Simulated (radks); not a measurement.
Values are calculated unless marked as measured or tabulated.
Question: Se, 34 electrons, occupied as [Ar] 3d10 4s2 4p4. Level of theory: Dirac Kohn-Sham, B86b exchange with PBE correlation, spin-unpolarised, spherical densities, finite nucleus; open shells fill j = l - 1/2 first; Fermi nuclear charge, rms radius 4.14 fm (a radial shooting solver on a logarithmic mesh with Libxc functionals).

Spin-orbit splittings of the eigenvalues, e(l+1/2) - e(l-1/2), with zeta = 2 splitting/(2l+1) and mean radii in bohr:

shell  occ.  splitting (eV)  zeta (eV)  <r> j=l-1/2  <r> j=l+1/2
2p        6           41.77      27.85       0.1685       0.1723
3p        6           5.874      3.916       0.5824       0.5929
3d       10          0.8945     0.3578       0.6281       0.6325
4p        4               ?          ?        2.270        2.321

Estimate the 4p splitting.

Answer: 0.3745 eV (zeta = 0.2496 eV).
